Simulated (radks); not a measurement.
The numbers below are computed, except where a source is named.
Valence configurations of Er (all share [Xe]). Level of theory: scalar-relativistic Kohn-Sham, r2SCAN, spin-polarised, spherical densities, finite nucleus; open shells are filled with parallel spins first (spin-orbit coupling, left out, can overturn this in heavy ions); meta-GGA in the generalised Kohn-Sham scheme; Fermi nuclear charge, rms radius 5.2516 fm (a radial shooting solver on a logarithmic mesh with Libxc functionals). Energies are relative to 4f12 6s2; eigenvalues in eV for spin up.

| valence | E (eV) | moment (Bohr magnetons) | e(4f) | e(5d) | e(6p) | e(6s) |
|---|---|---|---|---|---|---|
| 4f12 6s2 | 0.000 | 2 | -4.051 | - | - | -3.954 |
| 4f11.5 5d0.5 6s2 | 1.107 | 3 | -7.436 | -1.614 | - | -4.419 |
| 4f11.5 6s2 6p0.5 | 1.331 | 3 | -8.915 | - | -1.863 | -5.056 |
| 4f12 5d0.5 6s1.5 | 1.382 | 3 | -3.615 | -0.872 | - | -4.157 |
| 4f12 6s1 6p1 | 2.013 | 4 | -5.241 | - | -2.121 | -5.190 |
| 4f12 5d1 6s1 | 2.348 | 4 | -3.190 | -0.915 | - | -4.281 |
| 4f11 5d1 6s2 | 3.218 | 4 | -10.939 | -2.368 | - | -4.749 |
| 4f11 6s2 6p1 | 4.547 | 4 | -14.212 | - | -2.508 | -6.110 |
| 4f10 6s2 6p2 | 17.438 | 6 | -25.757 | - | -3.658 | -8.121 |
| 4f9 6s2 6p3 | 39.811 | 8 | -38.341 | - | -4.775 | -10.034 |

NIST lists [Xe] 4f12 6s2 as the ground configuration; this level of theory agrees among the configurations tried. The energies are those of spherical high-spin densities, not of single terms.
